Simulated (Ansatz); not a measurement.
Sr₂S₃, relaxed as a singlet with RKS B3LYP-D4/def2-SVP in Ansatz, starting from the GFN2-xTB geometry. Force threshold 0.02 eV/Å.

In the def2 sets Sr takes a core potential; there is no spin–orbit coupling. The structure comes from a short search, and lower isomers may exist.

Start:

```
atom   x (Å)   y (Å)   z (Å)
 Sr1   0.508   0.810   0.823
 Sr2  -1.355  -2.434  -0.887
  S3   2.119   2.853  -0.085
  S4  -0.632  -0.114  -0.885
  S5  -0.640  -1.114   1.034
```

| step | energy (eV) | largest force component (eV/Å) | SCF passes |
| --- | --- | --- | --- |
| 1 | -34167.4740 | 13.782 | 55 |
| 2 | -34170.7556 | 5.418 | 42 |
| 3 | -34171.9688 | 1.332 | 41 |
| 4 | -34172.3429 | 0.585 | 55 |
| 5 | -34172.4351 | 0.275 | 39 |
| 6 | -34172.4640 | 0.235 | 44 |
| 7 | -34172.4961 | 0.185 | 53 |
| 8 | -34172.5174 | 0.232 | 56 |
| 9 | -34172.5444 | 0.359 | 55 |
| 10 | -34172.6094 | 0.290 | 54 |
| 11 | -34172.6818 | 0.283 | 39 |
| 12 | -34172.7787 | 0.333 | 32 |
| 13 | -34172.9112 | 0.408 | 33 |
| 14 | -34173.0942 | 0.532 | 32 |
| 15 | -34173.3354 | 0.694 | 30 |
| 16 | -34173.6737 | 0.910 | 28 |
| 17 | -34174.1070 | 1.117 | 27 |
| 18 | -34174.6203 | 1.306 | 26 |
| 19 | -34175.1586 | 1.209 | 23 |
| 20 | -34175.4912 | 0.195 | 23 |
| 21 (rejected) | -34175.3649 | 0.635 | 22 |
| 22 | -34175.5049 | 0.103 | 21 |
| 23 | -34175.5060 | 0.013 | 22 |

Force components are those of the run's own axes.

End:

```
atom   x (Å)   y (Å)   z (Å)
 Sr1   0.046   1.552   0.980
 Sr2   0.618  -1.257  -1.187
  S3   2.090   0.928  -0.651
  S4  -1.874  -0.074  -0.398
  S5  -0.880  -1.149   1.257
```

Bonds formed: Sr2–S3 (atoms count from 1).

No frequencies were taken in this run, so the end may be a saddle point.

Hardware: 4 threads of Arm Neoverse V2 on a shared host. Wall time 40 s.
